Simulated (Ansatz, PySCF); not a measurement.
Process, species as SMILES: NC1CCCC1 + 6 C (CH4) -> 5 CC (C2H6) [ethane] + CN (CH5N)
Geometries: B3LYP-D3(BJ)/def2-TZVP minima from Ansatz (a quantum-chemistry and plane-wave program), one conformer each, not searched for the lowest.
Geometry of the first species:
SMILES: NC1CCCC1
```xyz
17

C     -1.6562     0.2564     0.2383
C     -1.2088    -1.1684    -0.1983
C      0.2973    -1.0564    -0.4958
C      0.7641     0.1354     0.3413
C     -0.3883     1.1266     0.1732
N      2.0390     0.6776    -0.1213
H     -2.0545     0.2328     1.2540
H     -2.4473     0.6522    -0.3987
H     -1.3896    -1.8842     0.6053
H     -1.7632    -1.5258    -1.0661
H      0.4714    -0.8141    -1.5475
H      0.8442    -1.9749    -0.2733
H      0.7962    -0.1784     1.3981
H     -0.3798     1.9223     0.9209
H     -0.2852     1.5948    -0.8093
H      2.3091     1.4809     0.4351
H      2.7774    -0.0101    -0.0217
```

Wanted: bond separation energy (0 K, with B3LYP-D3(BJ) harmonic zero-point energies from PySCF), in kcal/mol. Cores are frozen in the correlated levels unless marked. Spin-orbit coupling is left out. Non-relativistic. CBS marks a two-point X^-3 extrapolation of the correlation energy; Hartree-Fock from the larger set. [CCSD(T)-MP2]/basis is that difference in the basis named.

```tsv
level	program	bond separation energy (kcal/mol)
BLYP/def2-TZVPD	Ansatz	10.9
r2SCAN/def2-TZVPD	Ansatz	14.6
r2SCAN-D4/def2-TZVPD	Ansatz + dftd4	15.2
CAM-B3LYP-D3(BJ)/def2-TZVPD	Ansatz + dftd3	(withheld)
wB97X-V/def2-TZVPD	Ansatz	(withheld)
B2PLYP/def2-TZVPD	Ansatz	13.3
RI-MP2/CBS(cc-pVTZ,cc-pVQZ)+[CCSD(T)-MP2]/cc-pVTZ	Ansatz	(withheld)
```

Problem. Complete the blanks.

Solution. 
- CAM-B3LYP-D3(BJ)/def2-TZVPD, bond separation energy (kcal/mol): 13.0
- wB97X-V/def2-TZVPD, bond separation energy (kcal/mol): 14.2
- RI-MP2/CBS(cc-pVTZ,cc-pVQZ)+[CCSD(T)-MP2]/cc-pVTZ, bond separation energy (kcal/mol): 16.1
